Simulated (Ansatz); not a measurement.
This geometry of ClH₃SSi₂ (7 atoms, charge 0, multiplicity 1) is a first-order saddle point.

The calculation used RKS BHLYP/def2-SVP (Ansatz).

```xyz
7
Properties=species:S:1:pos:R:3
Si -0.390 1.356 -0.468
Si -0.311 -0.747 0.102
S 1.245 -1.512 1.360
Cl -0.962 -2.204 -1.204
H -1.597 1.710 -1.250
H -0.216 2.234 0.712
H 2.231 -0.837 0.749
```

Question: Which two structures does it join? (They come from a converged band through this point; their orientation in space is the band's.)

Answer: No bond is made or broken. The dihedral Cl4–Si2–S3–H7 goes from 10 to -178°.

Image 0:

```xyz
7
Properties=species:S:1:pos:R:3
Si -0.636 1.632 -0.393
Si -0.039 -0.474 0.016
S 1.572 -1.038 1.281
Cl -0.204 -1.899 -1.467
H -2.039 1.539 -0.887
H -0.680 2.263 0.957
H 2.027 -2.023 0.491
```

Image 6:

```xyz
7
Properties=species:S:1:pos:R:3
Si -0.488 1.445 -0.554
Si -0.017 -0.720 -0.238
S 1.620 -1.504 0.855
Cl -0.368 -2.118 -1.703
H -1.925 1.423 -0.952
H -0.448 1.971 0.845
H 1.625 -0.498 1.746
```

Question: How far does it lie above each of them?

Answer: 0.151 eV above the first and 0.179 eV above the second. This is the barrier of this one path; another mechanism may lie lower.

Time of the run: 2.1 min on 1 thread of Arm Neoverse V1, on a shared host, peak memory 0.18 GiB.
